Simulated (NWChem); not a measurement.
Species: CH₄OSSi, singlet; SMILES CO[Si]S

```xyz
8

Si     0.7997     0.0217    -0.0017
O     -0.4953    -1.0317    -0.0001
C     -0.3881    -2.4311     0.0003
H     -0.8820    -2.8422     0.8954
H     -0.8936    -2.8432    -0.8877
H      0.6626    -2.7771    -0.0063
S     -0.3778     1.8286     0.0008
H      0.7215     2.6153    -0.0006
```
Atoms are numbered in this order, from 1.

Level: PBE0/def2-SVP (NWChem), optimised geometry, unscaled harmonic frequencies. Low-valent species are run as closed-shell singlets; no triplet was tried in these runs.

Question: List the harmonic frequencies with IR intensities, and the thermochemistry.

Answer: 
| frequency (cm⁻¹) | IR intensity (km/mol) |
|---|---|
| 124 | 0.8 |
| 145 | 5.2 |
| 155 | 0.5 |
| 269 | 10.6 |
| 365 | 8.9 |
| 518 | 73.5 |
| 724 | 71.7 |
| 791 | 43.1 |
| 1159 | 193.8 |
| 1181 | 0.4 |
| 1218 | 147.6 |
| 1465 | 2.4 |
| 1471 | 10.5 |
| 1481 | 10.5 |
| 2712 | 1.2 |
| 3017 | 74.9 |
| 3113 | 27.2 |
| 3139 | 19.6 |

The zero-point energy is 32.9 kcal/mol. The thermal correction to the enthalpy at 298.15 K (with zero-point energy) is 37.3 kcal/mol and the heat capacity Cv is 18.5 cal/(mol K). The entropy at 298.15 K and 1 atm (symmetry number 1) is 77.7 cal/(mol K) and the dipole moment comes out as 1.60 D.

Rigid rotor and harmonic oscillator.
